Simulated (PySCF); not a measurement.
## Static response to an electric field

Species: C5H4N2O.
Numbering: `[CH:1]#[C:2][c:3]1[n:4][n:5][c:6]([CH3:7])[o:8]1` (hydrogens: H9 on C1; H10, H11, H12 on C7)

Structure used (GFN2-xTB), in Å, numbered top down from 1:
```xyz
12
C5H4N2O angstrom
C      3.5799    0.0408   -0.2159
C      2.4027   -0.1932   -0.2014
C      1.0224   -0.4483   -0.1802
N      0.4258   -1.5742   -0.4316
N     -0.8923   -1.3583   -0.2943
C     -1.0522   -0.1166    0.0338
C     -2.3220    0.5892    0.2940
O      0.1306    0.5310    0.1251
H      4.6115    0.2305   -0.2322
H     -3.1423   -0.1097    0.1684
H     -2.4357    1.4212   -0.3994
H     -2.3271    0.9869    1.3078
```

Level: CAM-B3LYP/def2-SVPD (PySCF), static field, nuclei fixed, core orbitals frozen in the response. The polarisability tensor in these axes (au):

```
x   116.34   2.48  -3.80
y     2.48  61.64   3.87
z    -3.80   3.87  47.00
```

Task: Diagonalise the tensor; give its mean and Δα, where Δα² is half the sum of the squared differences of the eigenvalues.

Result: Principal values 45.78, 62.57 and 116.64 au; mean 74.99 au = 11.11 Å³ = 12.36 × 10⁻⁴⁰ C²·m²/J; Δα = 64.14 au (86 % of the mean).

Task: What is the dipole moment, and where does it point?

Result: (0.04, 3.35, 0.85) D, 3.46 D in size, pointing from the negative to the positive side. Measured along this direction, the outermost atoms are N4 at the negative end and H11 and H12 at the positive end.

Task: Refractivity n − 1 of an ideal gas of it at 273.15 K and 1 atm, from the electronic α?

Result: N = p/kT = 2.6868 × 10¹⁹ cm⁻³, so n − 1 = 2π × N × 11.11 × 10⁻²⁴ cm³ = 1876 × 10⁻⁶ at long wavelengths, for an ideal gas.

Task: Traceless (Buckingham) quadrupole moment about the centre of nuclear charge: eigenvalues?

Result: -14.11, -3.50, 17.61 D·Å. The values depend on the origin, since the dipole doesn't vanish. The electronic extent ⟨r²⟩ about the same centre is 960 bohr², a root-mean-square distance of 2.19 Å for the 56 electrons.

Task: Find the Langevin capture rate constant for NH4+ (18.034 u) meeting this molecule (108.032 u), k = 2.342 × 10⁻⁹ cm³/s × √(α in Å³ / reduced mass in u).

Result: The reduced mass is 15.45 u, so k = 1.99 × 10⁻⁹ cm³/s. The formula leaves out the permanent dipole, which adds to the capture rate.

Task: Estimate the molar refractivity from the static electronic polarisability.

Result: Lorentz–Lorenz: R = (4π/3)N_A α = 2.5225 cm³/(mol·Å³) × 11.11 Å³ = 28.0 cm³/mol, in the limit of long wavelengths.

Geometry: GFN2-xTB; no solvent, vibrations or thermal averaging.
